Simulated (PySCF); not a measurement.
Gas-phase reaction: 5 SnH2F2 → 3 SnH3F + 2 SnF3 + HF

Energies from PySCF, thermal terms from the rigid-rotor harmonic-oscillator model, ideal gas at 1 bar. † marks an energy on the PBE0/def2-TZVP geometry and frequencies. Open shells (unrestricted): SnF3 (multiplicity 2); the rest are closed-shell singlets. Sn: scalar-relativistic def2 core potential, no spin-orbit coupling. SnH2F2, SnH3F, SnF3: computed as isolated molecules; such fragments, hydroxides, amides, oligomers or adducts are transient or little studied in the gas.

PBE0/def2-QZVP† gives ΔH°(298 K) = 230 kJ.

**Question.** What do HF/def2-TZVP†, PBE0/def2-SVP†, LDA/def2-TZVP† give?

**Answer.** HF/def2-TZVP†: 217 kJ; PBE0/def2-SVP†: 234 kJ; LDA/def2-TZVP†: 251 kJ. For scale, ΔH°(298 K) is 230 kJ at this level, 252 kJ at ωB97M-V/def2-TZVP†, and runs from 202 to 268 kJ over the 17 levels computed.
